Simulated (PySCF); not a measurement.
NbF₅, optimised at PBE0/def2-TZVP:

```xyz
6

Nb    -0.0179     0.0093    -0.0001
F      0.3394     0.7902    -1.6172
F     -1.2339    -1.1388    -0.8234
F      1.1983     1.1577     0.8228
F     -1.3577     0.6689     1.0591
F      0.9645    -1.4314     0.5579
```

Energies from PySCF (xtb for GFN2), thermal terms from the rigid-rotor harmonic-oscillator model, ideal gas at 1 bar. All species are closed-shell singlets. Nb: scalar-relativistic def2 core potential, no spin-orbit coupling.

**Question.** List the harmonic frequencies (cm⁻¹, unscaled) at this level and at the other levels, each on its own geometry.

**Answer.** 
- PBE0/def2-TZVP: 100, 101, 222, 223, 254, 279, 279, 638, 711, 739, 750, 750
- GFN2-xTB: 110, 110, 187, 187, 238, 263, 263, 409, 484, 485, 485, 572
- PBE/def2-SVP: 98, 99, 211, 211, 248, 270, 270, 632, 704, 708, 736, 736
